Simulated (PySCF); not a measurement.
**[Lu(OH)4]− relaxed at several levels**

Computed with PySCF 2.14.0, def2-SVP on the ligands, density fitting, scalar-relativistic core potentials, no spin-orbit coupling, vacuum. Each row is relaxed at its own level from the same template. Distances are means of the shortest metal–ligand contacts, charges and spins Mulliken's; removal energies are rigid, with the ligand's formal charge and no counterpoise, so too large; for an anion taken off a cation in vacuum most of it is the attraction of opposite charges, and multiply charged cations can part far more cheaply with an electron moved from ligand to metal. lcecp potentials hold a fixed number of 4f electrons in the core, out of states, spins and gaps.

```
level      basis on the metal  point group  M–OH (Å)  charge on M (e)  removal of one OH (eV)  unstable modes (below −25 cm⁻¹)
 PBE0  lcecp-1-SVP with ECP60           S4     2.085             0.71                    6.06                         1 (soft)
```

Question: What does the calculation give for PBE, lcecp-1-SVP with ECP60?

Answer: point group: C1, M–OH (Å): 2.102, charge on M (e): 0.41, removal of one OH (eV): 6.24, unstable modes (below −25 cm⁻¹): 1 (soft).
```xyz
9

Lu   -0.0104    0.0056    0.0038
O     1.1856    1.2653    1.1921
H     2.1386    1.3602    1.0289
O    -1.1224   -1.3090    1.2059
H    -2.0406   -1.6121    1.1328
O     1.3101   -1.1398   -1.1730
H     1.5766   -2.0319   -0.8941
O    -1.2716    1.1667   -1.2048
H    -1.3359    2.1298   -1.2979
```

Members with unstable modes aren't minima as they stand: saddle points kept by symmetry or, where the modes are soft, flat surfaces and noise. Moved off a saddle point of the template and relaxed again: PBE. One start shape was tried for each, so a minimum needn't be the lowest isomer.
